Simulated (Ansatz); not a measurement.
Basis sets compared for (CuSH)4 ring (Cu4H4S4). The state is a singlet with charge 0. Geometry r2SCAN-D4/def2-SVP. Ansatz on 2 threads of AMD EPYC 7R13 on a shared host and a share (18 GiB) of an NVIDIA H100 80GB HBM3; times are rough, and most runs start from earlier orbitals.

```xyz
12

Cu   -0.452    0.648    1.581
S     0.576   -1.000    2.638
Cu    1.517   -0.600    0.678
S     2.593   -0.253   -1.222
Cu    0.448   -0.647   -1.582
S    -1.656   -1.102   -2.082
Cu   -1.521    0.600   -0.679
S    -1.515    2.356    0.665
H     1.411   -0.232    3.387
H     3.038   -1.525   -1.401
H    -1.716   -0.374   -3.228
H    -2.723    2.129    1.245
```

The 6-31G sets use Cartesian d functions.

Binding counts from free atoms (Cu doublet, S triplet, H doublet) in the same basis, without a counterpoise term.

```csv
level,functions,energy (Eh),HOMO (eV),LUMO (eV),binding per atom (eV),wall time
HF/STO-3G,112,-8056.4754,-2.96,3.51,–,22 s
HF/6-31G,176,-8147.0158,-10.28,1.40,1.97,7 s
PBE-D4/def2-SVP,216,-8154.5122,-5.12,-1.81,3.21,7 s
PBE0-D4/def2-SVP,216,-8154.6512,-6.77,-1.07,3.04,14 s
```

Problem. Estimate the rows for HF/def2-TZVP, PBE-D4/def2-TZVP, PBE0-D4/def2-TZVP.

Solution. 
```
            level  functions  energy (Eh)  HOMO (eV)  LUMO (eV)  binding per atom (eV)  wall time
     HF/def2-TZVP        352   -8148.4885     -10.12       1.66                   1.79      2.3 s
 PBE-D4/def2-TZVP        352   -8156.0718      -5.42      -2.18                   3.04      2.5 s
PBE0-D4/def2-TZVP        352   -8156.1641      -6.95      -1.40                   2.92      2.7 s
```
